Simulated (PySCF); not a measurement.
C2H11FN2Si2 (charge +1 and doublet state).
Structure used (GFN2-xTB), in Å, numbered top down from 1:
```xyz
18
C2H11FN2Si2 angstrom
C      2.5067    1.1584    0.6092
N      1.9752    0.5380   -0.5849
Si     0.9666   -0.8239   -0.6928
Si    -1.3594   -0.0711   -0.2576
C     -2.4667   -1.6001   -0.3373
N     -1.4050    0.9614    1.0839
F     -1.5553    0.9048   -1.5110
H      3.5859    1.2863    0.5113
H      2.0607    2.1417    0.7702
H      2.3090    0.5306    1.4736
H      2.1685    1.0920   -1.4096
H      0.9860   -1.3046   -2.0665
H      1.2244   -1.7209    0.4300
H     -3.5081   -1.2872   -0.3624
H     -2.3321   -2.2429    0.5271
H     -2.2753   -2.1868   -1.2325
H     -1.4951    1.9623    0.9917
H     -1.3949    0.6681    2.0461
```

The hyperfine couplings belong to this conformer and change with its torsions.

Identity: `[Si@@](N)([SiH2][NH+]C)(C)F` [radical] (charge +1).

Method: UKS B3LYP, pcH-1 on C F H N Si, non-relativistic, mean-field spin-orbit, GIAO (PySCF 2.14.0). Geometry: GFN2-xTB, one conformer, isolated ion. A GFN2-xTB geometry isn't a minimum of the functional, and hyperfine couplings can be far from their values at a DFT geometry, by a factor of two or more for some ions and for spin on atoms past the first row. No stability test was run, so a lower SCF solution isn't excluded.

Problem. Break the g tensor into its mass correction, gauge correction and orbital-Zeeman/spin–orbit terms.

Solution. 
```tsv
Δg (ppm)	1	2	3
relativistic mass correction	-201	-201	-201
gauge correction	15	34	33
orbital Zeeman/spin–orbit	130	1638	4119
total	-56	1472	3952
```

So g = 2.00226, 2.00379, 2.00627 and g_iso = 2.00411; the tensor is rhombic: the two nearest values differ by 38 % of g3 − g1. Axes: g1 points within 10° of the Si3–Si4 bond, g2 points within 13° of the N2–Si3 bond and g3 points within 2° of the N6–H18 bond.

Problem. What effective moment and Curie constant follow for a powder?

Solution. With the mean of g² = 4.0165 and S(S+1) = 0.75: μ_eff = √(⟨g²⟩S(S+1)) = 1.736 μB and χT = 0.12505·⟨g²⟩·S(S+1) = 0.377 cm³ K/mol (cgs; spin-Hamiltonian part alone).

Problem. How much does each term add to the isotropic shift?

Solution. The orbital-Zeeman/spin–orbit term 1963, the mass correction -201 and the gauge correction 27 ppm, for a total of 1789 ppm. The orbital-Zeeman/spin–orbit term is the largest in size. The mass correction is the same along every axis, so the anisotropy comes from the other two: their spans along these axes are 20 (gauge) and 3989 ppm (orbital Zeeman/spin–orbit).

Problem. What are the electron Larmor frequencies g μB B/h along the three axes at 350 mT?

Solution. 9.8085, 9.8159, 9.8281 GHz for g1, g2 and g3, a range of 19.6 MHz.

Problem. In a frozen sample, at which fields do the three g values resonate at 9.5, 34, 94 and 263 GHz (hyperfine left aside), and which band first spreads them over more than twice a line width of 0.3 mT?

Solution. 
```csv
band,GHz,B(g3) mT,B(g2) mT,B(g1) mT,spread mT
X,9.5,338.32,338.73,338.99,0.68
Q,34.0,1210.82,1212.31,1213.24,2.42
W,94.0,3347.55,3351.69,3354.25,6.70
J,263.0,9366.01,9377.60,9384.76,18.75
```

The spread grows in proportion to the frequency. X band is the first where it exceeds 0.6 mT.

Largest spin populations (Mulliken): N2 (+0.39), Si4 (+0.18), N6 (+0.13) and C5 (+0.09).

The HOMO–LUMO gaps are 6.76 eV among the α and 2.67 eV among the β orbitals.

On one thread, Arm Neoverse V2 (aarch64), no GPU, shared host with 96 logical CPUs at a one-minute load of 38, this took 2.0 min of wall time (grids of density and orbitals included) and 1.1 GiB of memory at its peak.
